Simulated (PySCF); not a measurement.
CdFCl, SMILES [F][Cd][Cl]. The structure is a stationary point at B3LYP-D3(BJ)/def2-TZVP. The def2 effective core potentials stand for the cores of Cd; spin–orbit coupling is left out.

Method: B3LYP-D3(BJ)/def2-TZVP in PySCF 2.14.0.

Harmonic wavenumbers (cm⁻¹): 111, 111, 360, 586. Rotational constants (GHz): 2.077 (linear); symmetry number 1.

**Question.** Work out the zero-point energy and the ideal-gas rigid-rotor harmonic-oscillator thermochemistry at 298.15 K and 1 atm.

**Answer.** ZPE = ½ Σ hcν = ½ × 1167 cm⁻¹ = 1.67 kcal/mol. H − E(el) = 4.96 kcal/mol. Entropy in cal/(mol K): translation 41.24, rotation 17.89, vibration 8.10, total 67.24. G − E(el) = -15.08 kcal/mol. Cp = 13.45 cal/(mol K). Modes under 150 cm⁻¹ make the vibrational entropy uncertain.
